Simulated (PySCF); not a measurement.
Gas-phase equilibrium of 1 mol GeCl₄, 87 mol O₂ at 1000 K and 1.00 bar, among 12 species (ClO, O₂, O, GeCl₃, Ge₂O₂, O₃, GeCl₄, Cl, Cl₂, GeO₂, GeCl₂, GeO). Only gases are allowed; each row takes one source of thermochemistry for all species, and Cantera finds the minimum.

Computed with PySCF (xtb for GFN2) and rigid-rotor harmonic-oscillator thermochemistry at 1 bar. † marks an energy on the PBE0/def2-TZVP geometry and frequencies; other levels use their own. Open shells (unrestricted) among the columns below: O₂ (multiplicity 3); the rest are closed-shell singlets. GFN2 has no spin-polarisation term. Ge: all electrons, no relativistic terms. GeO₂: computed as isolated molecules; such fragments, hydroxides, amides, oligomers or adducts are transient or little studied in the gas. The harmonic model lacks anharmonicity and excited electronic states, which grow with temperature; levels with a mode under 35 cm⁻¹ are left out. Strong static correlation: O₃.

Molecules larger than those listed are left out, and so are free Ge atoms, whose spin-orbit terms are large. Also missing: (GeO)n, which can matter at low temperature or high pressure.

With BLYP/def2-TZVP† thermochemistry: O₂ 0.99, O₃ 3.1e-12, Cl₂ 0.00034, GeO₂ 1.5e-7, GeCl₄ 0.011.

### Question
How far does the composition move with the other sources (GFN2-xTB, PBE/def2-SVP, PBE0/def2-QZVP†, PBE0/def2-TZVP, LDA/def2-TZVP†)?

### Answer
```
thermochemistry    x O₂     x O₃    x Cl₂   x GeO₂  x GeCl₄
---------------  ------  -------  -------  -------  -------
BLYP/def2-TZVP†    0.99  3.1e-12  0.00034   1.5e-7    0.011
GFN2-xTB         9.9e-5     0.95    0.033    0.017   6.0e-7
PBE/def2-SVP       0.99  6.8e-12   6.3e-6  1.8e-10    0.011
PBE0/def2-QZVP†    0.99   <1e-12   5.0e-6   2.3e-9    0.011
PBE0/def2-TZVP     0.99   <1e-12   3.5e-6   1.0e-9    0.011
LDA/def2-TZVP†     0.99   4.5e-9   4.5e-6   4.3e-7    0.011
```
The most sensitive of these is O₃: it spans a factor of 10^12.0 over these rows; at this temperature one factor of ten is RT ln 10 = 19 kJ/mol.
